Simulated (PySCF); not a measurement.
A GIAO shielding run with PySCF 2.14.0 with density-fitted response routines (density fitting, non-relativistic, gas phase) on SMILES [O](C)[AlH2-][N+]1=CC=CC=C1, C6H10AlNO:

```
$ OMP_NUM_THREADS=1 python probes_run.py task.json out

{"job": {"kind": "nmr", "xc": "mPW1PW91", "basis": "pcSseg-1", "pop": false}, "charge": 0, "multiplicity": 1}
C     -3.587967     1.320974    -1.325284
O     -2.325957     0.820872    -1.083386
Al    -1.639461    -0.493727    -0.182333
N      0.310066     0.079990    -0.288598
C      1.078406    -0.338628    -1.299881
C      2.392572     0.087068    -1.446593
C      2.915656     0.972618    -0.507255
C      2.109555     1.401049     0.545256
C      0.806023     0.927806     0.619250
H     -4.192934     0.660544    -1.980538
H     -3.530761     2.302008    -1.834759
H     -4.177432     1.479811    -0.398122
H     -1.878176    -0.444129     1.407735
H     -1.551688    -1.906205    -0.945253
H      0.608255    -1.037064    -1.997588
H      2.990968    -0.273500    -2.284562
H      3.945905     1.325918    -0.594168
H      2.481687     2.092286     1.302866
H      0.123549     1.219736     1.422146
```

Hardware: 1 thread of an Intel Xeon, shared host. The job also computes ring-centre shieldings.

Q: How large is the calculation?

A: 74 electrons, 210 basis functions and 1104 auxiliary functions.

Q: How long does it take, and how much memory does it need?

A: 77 s of wall time, with 14 SCF cycles and 5 response iterations; peak memory 1.1 GiB. Times on a shared host scatter by some tens of per cent.

Q: And these other runs on the same molecule and hardware: GIAO shielding at PBE0/pcSseg-1?

A: PBE0/pcSseg-1: 210 functions, 110 s.
